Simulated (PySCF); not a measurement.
Simulated outer-valence photoelectron spectrum of `[GeH3][C]#C`. Method: EOM-IP-CCSD/aug-cc-pVDZ in PySCF, restricted Hartree–Fock reference, frozen core, non-relativistic, gas phase, PBE0-D3(BJ)/def2-SVP geometry.

Each root has a Gaussian of 0.5 eV full width with its one-hole share as area; cross sections and vibrations are left out, and the highest printed point is 100.

| ionisation energy (eV) | intensity |
| --- | --- |
| 10.0 | 0 |
| 10.2 | 4 |
| 10.4 | 28 |
| 10.6 | 82 |
| 10.8 | 100 |
| 11.0 | 50 |
| 11.2 | 10 |
| 11.4 | 1 |
| 11.6 | 0 |
| 11.8 | 0 |
| 12.0 | 0 |
| 12.2 | 4 |
| 12.4 | 30 |
| 12.6 | 84 |
| 12.8 | 98 |
| 13.0 | 58 |
| 13.2 | 48 |
| 13.4 | 50 |
| 13.6 | 26 |
| 13.8 | 6 |
| 14.0 | 0 |
| 14.2 | 0 |
| 14.4 | 0 |
| 14.6 | 0 |
| 14.8 | 0 |
| 15.0 | 0 |
| 15.2 | 0 |
| 15.4 | 0 |
| 15.6 | 0 |
| 15.8 | 0 |
| 16.0 | 0 |
| 16.2 | 0 |
| 16.4 | 0 |
| 16.6 | 0 |
| 16.8 | 0 |
| 17.0 | 1 |
| 17.2 | 8 |
| 17.4 | 31 |
| 17.6 | 49 |
| 17.8 | 32 |
| 18.0 | 9 |
| 18.2 | 1 |

Problem. Where are the maxima, and how many lines lie under the curve?

Solution. 4 maxima, at 10.7, 12.7, 13.3 and 17.6 eV, from 4 lines (6 roots with degenerate partners counted).

Problem. List the lines with their holes.

Solution. 
| E (eV) | leading hole (HF orbital) | area | Koopmans (eV) |
| --- | --- | --- | --- |
| 10.74 | HOMO/HOMO-1 | 1.92 | 10.81 |
| 12.73 | HOMO-2/HOMO-3 | 1.89 | 13.33 |
| 13.35 | HOMO-4 | 0.93 | 14.74 |
| 17.61 | HOMO-5 | 0.92 | 19.37 |

The widest gap, 4.26 eV, lies between 13.35 and 17.61 eV. Only orbitals with −ε under 21 eV, eight at most, were ionised, so the high end of the curve may lack lines.
